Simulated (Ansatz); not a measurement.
Job for Ansatz (a first-principles code): U-PBE/cc-pV(T+d)Z on AlH4N (SMILES [NH2][AlH2]), a point of a bond scan (R = 1.361 Å). Files ending in .json are basis or fitting sets from the Basis Set Exchange.

Ansatz 0.2 input:
```yaml
crystal:
  periodic: [false, false, false]
  atoms:
    - {symbol: Al, position_ang: [0.01202691, -0.28251526, -0.58588261]}
    - {symbol: H, position_ang: [-1.25287826, -0.11264194, -1.51237750]}
    - {symbol: H, position_ang: [1.30419113, -1.09271048, -0.98729284]}
    - {symbol: N, position_ang: [-0.02070206, 0.48629669, 1.00848631]}
    - {symbol: H, position_ang: [-1.05861916, 1.21701744, 1.50015549]}
    - {symbol: H, position_ang: [0.72678123, 0.44640271, 1.68405446]}
basis:
  gaussian:
    orbitals: cc-pV_T+d_Z.json
hamiltonian:
  xc: {name: PBE}
magnetization: {spin_polarized: true, initial_magnetization: 0}
```

The head of its log:

```
WARN ansatz: RAYON_NUM_THREADS=2 ignored (pool sized by the plan → 2); use --threads N
Functional definition: PBE
integrals: 0.03 GiB planned
701 factors; their error is unknown
mean field: 0.39 GiB planned
mean field evaluation 1: about -8135.4150 eV, gradient 5.2e1 eV
mean field evaluation 2: about -8075.1186 eV, gradient 9.6e1 eV
```

Question: Predict the final total energy.

Answer: -299.3752 hartree.
